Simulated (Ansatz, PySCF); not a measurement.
This Ansatz (a quantum-chemistry and plane-wave program) input computes a B3LYP/def2-TZVPD energy:

Ansatz 0.2 input:
```yaml
crystal:
  periodic: [false, false, false]
  atoms:
    - {symbol: C, position_ang: [-0.75978784, 0.05014517, 0.07071473]}
    - {symbol: C, position_ang: [0.75978784, -0.05014517, -0.07071473]}
    - {symbol: Cl, position_ang: [1.34153413, -1.61205362, 0.56736060]}
    - {symbol: Cl, position_ang: [1.55484951, 1.28751350, 0.80316919]}
    - {symbol: Cl, position_ang: [-1.55484951, -1.28751350, -0.80316919]}
    - {symbol: Cl, position_ang: [-1.34153413, 1.61205362, -0.56736060]}
    - {symbol: H, position_ang: [-1.05489891, -0.01286713, 1.11249249]}
    - {symbol: H, position_ang: [1.05489891, 0.01286713, -1.11249249]}
basis:
  gaussian:
    orbitals: def2-TZVPD
hamiltonian:
  xc: {name: B3LYP}
output: {forces: true}
```

Write an input for the same energy in PySCF and say what it gives.


```python
from pyscf import gto, scf, dft

mol = gto.M(
    atom='''
    C    -0.75978784    0.05014517    0.07071473
    C     0.75978784   -0.05014517   -0.07071473
    Cl    1.34153413   -1.61205362    0.56736060
    Cl    1.55484951    1.28751350    0.80316919
    Cl   -1.55484951   -1.28751350   -0.80316919
    Cl   -1.34153413    1.61205362   -0.56736060
    H    -1.05489891   -0.01286713    1.11249249
    H     1.05489891    0.01286713   -1.11249249
    ''',
    basis='def2-tzvpd',
    charge=0,
    spin=0,
    verbose=4,
)

mf = dft.RKS(mol, xc='b3lyp').density_fit(auxbasis='def2-universal-jkfit')
mf.grids.level = 3
mf.conv_tol = 1e-9
mf.max_cycle = 100
mf.max_memory = 1500
mf.kernel()
if not mf.converged:
    mf = mf.newton()
    mf.kernel(mf.make_rdm1())
mf.analyze()
```
It gives -1918.34667 Eh, and Ansatz -1918.34661 Eh, a difference of 0.06 mEh, from the treatment of integrals and grids.
